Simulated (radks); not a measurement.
The xenon ion Xe2+, 52 electrons, occupied as [Kr] 4d10 5s2 5p4. Method: scalar-relativistic Kohn-Sham, Slater X-alpha with alpha = 0.667, spin-unpolarised, spherical densities, finite nucleus; Fermi nuclear charge, rms radius 4.7859 fm; computed with a radial shooting solver on a logarithmic mesh with Libxc functionals.

X-ray form factor f0, the Fourier transform of the density (f0(0) = 52):

sin(theta)/lambda (1/angstrom),f0 (electrons)
0.05,51.225
0.1,49.127
0.15,46.241
0.2,43.117
0.25,40.114
0.3,37.376
0.4,32.675
0.5,28.743
0.6,25.440
0.8,20.616
1,17.575
1.25,14.848
1.5,12.451
2,8.531
